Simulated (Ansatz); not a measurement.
The cluster Nb₂O₄⁻. The state is a doublet with charge -1. Geometry PBE0-D4/def2-SVPD.

| atom | x (Å) | y (Å) | z (Å) |
| --- | --- | --- | --- |
| Nb1 | -1.918 | 0.456 | -0.501 |
| Nb2 | 0.735 | -0.540 | 0.514 |
| O3 | 2.612 | -0.752 | 0.026 |
| O4 | -2.803 | 1.542 | 0.516 |
| O5 | 2.126 | 0.559 | -0.274 |
| O6 | -0.752 | -1.265 | -0.280 |

In the def2 sets Nb takes a core potential; there is no spin–orbit coupling. The structure holds 1 bond(s) between oxygen atoms. At PBE-D4/def2-TZVPD, revPBE-D4/def2-TZVPD, BLYP-D4/def2-TZVPD, r2SCAN-D4/def2-TZVPD and others the charge -1 doublet is spin-contaminated (final ⟨S²⟩ up to 2.28, 0.75 for a pure state). At PBE-D4/def2-TZVPD, revPBE-D4/def2-TZVPD, BLYP-D4/def2-TZVPD, r2SCAN-D4/def2-TZVPD the highest occupied level of the charge -1 doublet lies above zero (up to 0.42 eV). It is a level of α spin, whose loss leaves a singlet; that state wasn't run at this geometry and level. The electron is either unbound and held by the finite basis, or the level is raised by self-interaction error. No other spin state of charge -1 was run. The geometry of the doublet was relaxed on an unsound state (⟨S²⟩ 2.28, where a pure state has 0.75). Another isomer (doublet) lies 4.87 eV lower at PBE0-D4/def2-TZVPD; other spin states weren't run for this one.

Task: Estimate the α-spin orbital energies around the gap (eV) in Ansatz with PBE-D4/def2-TZVPD, revPBE-D4/def2-TZVPD, BLYP-D4/def2-TZVPD, r2SCAN-D4/def2-TZVPD, PBE0-D4/def2-TZVPD.

Result: 
| orbital | PBE-D4/def2-TZVPD | revPBE-D4/def2-TZVPD | BLYP-D4/def2-TZVPD | r2SCAN-D4/def2-TZVPD | PBE0-D4/def2-TZVPD |
| --- | --- | --- | --- | --- | --- |
| HOMO−9 | -4.74 | -4.66 | -4.57 | -5.08 | -6.33 |
| HOMO−8 | -4.42 | -4.34 | -4.27 | -4.74 | -5.98 |
| HOMO−7 | -3.51 | -3.42 | -3.38 | -3.69 | -4.87 |
| HOMO−6 | -3.49 | -3.40 | -3.36 | -3.66 | -4.76 |
| HOMO−5 | -3.43 | -3.35 | -3.30 | -3.59 | -4.65 |
| HOMO−4 | -2.99 | -2.91 | -2.86 | -3.22 | -4.35 |
| HOMO−3 | -1.85 | -1.78 | -1.73 | -2.08 | -3.28 |
| HOMO−2 | -0.60 | -0.54 | -0.41 | -0.87 | -1.47 |
| HOMO−1 | 0.15 | 0.20 | 0.29 | -0.13 | -1.06 |
| HOMO | 0.27 | 0.33 | 0.42 | 0.07 | -0.73 |
| LUMO | 0.86 | 0.98 | 0.88 | 1.11 | 1.53 |
| LUMO+1 | 1.28 | 1.39 | 1.29 | 1.50 | 2.15 |
| LUMO+2 | 1.41 | 1.52 | 1.43 | 1.68 | 2.26 |
| LUMO+3 | 1.96 | 2.06 | 2.00 | 2.30 | 2.87 |
| LUMO+4 | 2.61 | 2.69 | 2.67 | 2.85 | 3.27 |
| LUMO+5 | 2.73 | 2.81 | 2.83 | 3.01 | 3.48 |
| β HOMO | -0.25 | -0.24 | -0.06 | -0.72 | -1.42 |
| β LUMO | 0.80 | 0.86 | 0.93 | 0.85 | 1.52 |
